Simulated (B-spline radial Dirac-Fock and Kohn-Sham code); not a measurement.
## K-shell conversion coefficients of Os against transition energy

Level of theory: a Dirac-Hartree-Slater potential of the neutral atom with a Latter tail (no hole, which puts coefficients of high multipoles low close above an edge), finite nucleus with surface currents; an atomic code on a B-spline grid. Subshells within 1 keV of threshold and pair formation are left out.

```
energy (keV)       E3       E4       M1       M3      M4      M5
          89     1.16     1.40     6.56      137     247     387
        93.9     1.34     2.00     5.62      123     263     507
         100     1.45     2.59     4.69      106     260     596
         114     1.44     3.25     3.22     73.1     215     610
         127     1.28     3.25     2.36     51.8     165     515
         180    0.634     1.86    0.881     15.3    51.6     174
         198    0.500     1.47    0.675     10.8    35.9     119
         200    0.487     1.44    0.656     10.4    34.6     115
         216    0.399     1.18    0.530     7.85    25.6    83.7
         500   0.0430    0.106   0.0553    0.392   0.930    2.20
         840   0.0126   0.0263   0.0146   0.0740   0.143   0.274
         944  0.00979   0.0196   0.0109   0.0521  0.0968   0.177
        1000  0.00864   0.0170  0.00940   0.0439  0.0802   0.144
        1440  0.00404  0.00723  0.00380   0.0157  0.0258  0.0414
        1520  0.00362  0.00640  0.00333   0.0135  0.0220  0.0348
        1610  0.00322  0.00563  0.00288   0.0116  0.0186  0.0290
        2000  0.00210  0.00350  0.00170  0.00656  0.0101  0.0150
```

Question: How fast do they fall between 1520 and 2000 keV?

Answer: As powers of the energy: E3 E^-1.99, E4 E^-2.20, M1 E^-2.45, M3 E^-2.63, M4 E^-2.83, M5 E^-3.06. Within one type (E or M) the higher multipoles fall faster.

Values without a named source are computed, but for edge energies of neutral atoms, which are taken from tables.
